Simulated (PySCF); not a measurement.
A structure optimised at PBE0-D3(BJ)/def2-SVP, used in a PySCF frequency run:

```
B
O 1 1.3514
C 2 1.4001 1 126.58
H 3 1.1008 2 112.96 1 0.00
H 3 1.1011 4 108.69 2 121.31
H 3 1.1011 4 108.69 5 117.38
C 1 1.5455 2 115.24 3 180.00
C 7 1.2172 2 152.72 1 180.00
H 8 1.0752 2 161.02 1 180.00
C 1 1.5753 2 126.03 3 0.00
H 10 1.0987 1 116.24 2 0.00
H 10 1.1029 11 108.28 4 123.08
H 10 1.1029 11 108.28 12 113.85
```

Q: Write its SMILES, formula and point group.

A: C#CB(C)OC, C₄H₇BO, Cs

Q: What are its rotational constants (standard atomic weights)?

A: 6.5341, 2.1991, 1.6798 GHz
